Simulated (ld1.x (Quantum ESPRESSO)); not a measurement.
# u(r) = r·R(r): atom against pseudo-atom (zinc)

Columns: radius, all-electron u(r) and pseudo u(r) of the 4s shell (level -6.02 eV) of zinc in the configuration [Ne] 3s2 3p6 3d10 4s2 4p0; Wu–Cohen, scalar-relativistic, TM semilocal scheme, ld1.x (Quantum ESPRESSO) 7.5.

```tsv
r (bohr)	all-electron	pseudo
0.093	-0.0893	-0.0132
0.185	-0.1513	-0.0269
0.278	0.0175	-0.0420
0.370	0.1854	-0.0588
0.463	0.2708	-0.0786
0.555	0.2716	-0.1015
0.648	0.2130	-0.1289
0.740	0.1220	-0.1610
0.833	0.0159	-0.1989
0.925	-0.0909	-0.2419
1.018	-0.1932	-0.2905
1.110	-0.2852	-0.3423
1.203	-0.3670	-0.3965
1.295	-0.4363	-0.4495
1.388	-0.4951	-0.4999
1.480	-0.5429	-0.5441
1.573	-0.5815	-0.5817
1.665	-0.6112	-0.6111
1.758	-0.6334	-0.6334
1.850	-0.6488	-0.6488
1.943	-0.6586	-0.6586
2.035	-0.6632	-0.6632
2.128	-0.6634	-0.6634
2.220	-0.6599	-0.6599
2.313	-0.6532	-0.6532
2.405	-0.6438	-0.6438
```

How many radial nodes do the two functions have?

The all-electron 4s function has n − l − 1 = 3 (the table is too coarse to show those close to the nucleus); the pseudo-wave has 0, since the states of the same l below it are removed with the core.

At about which radius was the pseudo-wave matched?

1.85 bohr. The columns agree to 0.0005 from 1.57 bohr on; several derivatives are matched, so the curves merge somewhat inside the radius.

Is the pseudo-wave norm-conserving?

Yes: the TM semilocal scheme keeps the norm inside the radius equal to the all-electron one, which fixes the energy derivative of the logarithmic derivative at the level.
